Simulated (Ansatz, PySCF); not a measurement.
Reaction (SMILES): ClI → Cl atom + I atom (the Cl-I bond at the site shown breaks; other sites are not compared here)
Geometries: B3LYP-D3(BJ)/def2-TZVP minima from Ansatz (a first-principles code).
Geometry of the first species:
SMILES: ClI
```xyz
2

Cl     0.0000     0.0000    -1.7753
I      0.0000     0.0000     0.5694
```

Property: bond dissociation energy (enthalpy at 298 K, with B3LYP-D3(BJ) rigid-rotor harmonic-oscillator terms from PySCF), in kcal/mol. Correlated levels leave the core frozen unless marked. Open shells are spin-unrestricted. No spin-orbit coupling. Frozen are the shells of the preceding noble gas and the d and f shells that filled before the atom's block. In def2 rows, elements after Kr have scalar-relativistic effective core potentials. STO-3G rows are all-electron and non-relativistic. CBS(X,Y): correlation extrapolated as X^-3; Hartree-Fock from the larger set.

| level | program | bond dissociation energy (kcal/mol) |
|---|---|---|
| BP86-D4/def2-TZVPD | PySCF + dftd4 | 61.1 |
| r2SCAN-D3(BJ)/def2-TZVPD | Ansatz + dftd3 | 56.0 |
| PBE0/STO-3G | Ansatz | 62.4 |
| r2SCANh/def2-TZVPD | Ansatz | 54.0 |
| CAM-B3LYP/def2-TZVPD | Ansatz | 50.8 |
| B2GP-PLYP-D3(BJ)/def2-TZVPD | Ansatz + dftd3 | 53.0 |
| B2PLYP-D3(BJ)/def2-TZVPD | Ansatz + dftd3 | 53.2 |
| SCS-MP2/def2-TZVPP | Ansatz | 50.4 |
| CCSDT/def2-SVP | Ansatz | 39.7 |
| CCSD(T)/CBS(def2-TZVPPD,def2-QZVPPD) | Ansatz | 55.8 |
